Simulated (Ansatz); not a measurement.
Cost and result for the atomization energy of CH₆BGeNO (11 atoms, 12 bonds).

Z-matrix (Å, degrees):
```
C
B 1 1.575
Ge 1 2.396 2 58.1
N 1 1.526 2 62.3 3 -110.1
O 1 1.383 2 109.1 3 -7.7
H 1 1.088 2 133.5 3 154.2
H 2 1.190 1 132.6 3 -151.1
H 3 1.550 1 127.9 2 -106.6
H 3 1.542 1 116.9 2 107.6
H 4 1.011 1 116.0 2 -106.8
H 4 1.013 1 114.8 2 118.5
```

The species carries charge 0 and has multiplicity 1. Correlated methods include outer-core shells of Ge, which these sets cover unevenly. Scalar relativity is left out up to krypton. The bonds changed during the relaxation, so this is another structure than the one it started from. Geometry: relaxed with PBE0-D4/def2-TZVP. It is one conformer, not always the lowest. Program: Ansatz. All runs use 4 threads of an Intel Xeon Platinum 8488C on a shared host. Times are those of one run each, without the atoms' runs, and a repeat can differ threefold. Electronic energies, without spin–orbit coupling; frozen cores. CCSD(T)/CBS adds CCSD(T) − MP2 in def2-TZVPP to the MP2 limit, and its time is that of the two runs behind it. T1 = 0.013. With those shells the extrapolation isn't a true limit. B3LYP takes the VWN-RPA correlation (the form of Gaussian; ORCA's B3LYP/G).

CCSD(T)/CBS is a level of theory with its own doubt, some kJ/mol a heavy atom from the limit and from the frozen cores, so smaller differences don't rank the functionals.

```csv
level,functions,wall time,atomization (kJ/mol),difference from CCSD(T)/CBS,per bond
PBE-D4/def2-TZVPP (with forces),256,1.9 s,3957.2,110.8,9.2
PBE0-D4/def2-TZVPP,256,2.2 s,3867.1,20.7,1.7
r2SCAN-D4/def2-TZVPP (with forces),256,3 s,3868.3,21.9,1.8
B3LYP-D4/def2-TZVPP (with forces),256,3.7 s,3839.1,-7.3,-0.6
B2PLYP/def2-TZVPP,256,4.5 s,3800.0,-46.4,-3.9
ωB97X-V/def2-TZVPP,256,5.5 s,3875.6,29.2,2.4
ωB97M-V/def2-TZVPP (with forces),256,8 s,3860.9,14.5,1.2
MP2/def2-QZVPP,497,20 s,3877.6,31.2,2.6
CCSD(T)/def2-TZVPP,256,2.3 min,3743.8,-102.6,-8.6
CCSD(T)/CBS(def2),–,2.6 min,3846.4,0.0,0.0
```

The D4 term adds +38.2 kJ/mol with B3LYP and +19.7 kJ/mol with PBE0; it sums over pairs of atoms, weighted by their polarisabilities, and B3LYP, whose exchange is more repulsive, gets the larger term. From PBE to PBE0 (25 % exact exchange), in def2-TZVPP and without D4, the atomization energy moves by −86.2 kJ/mol: exact exchange takes away binding that semilocal exchange gives to molecules. In def2-TZVPP, CCSD(T) changes the Hartree–Fock value by +1116.8 kJ/mol (the triples alone add +73.0 kJ/mol) and MP2 by +1190.6 kJ/mol; breaking electron pairs costs correlation energy, which Hartree–Fock lacks.
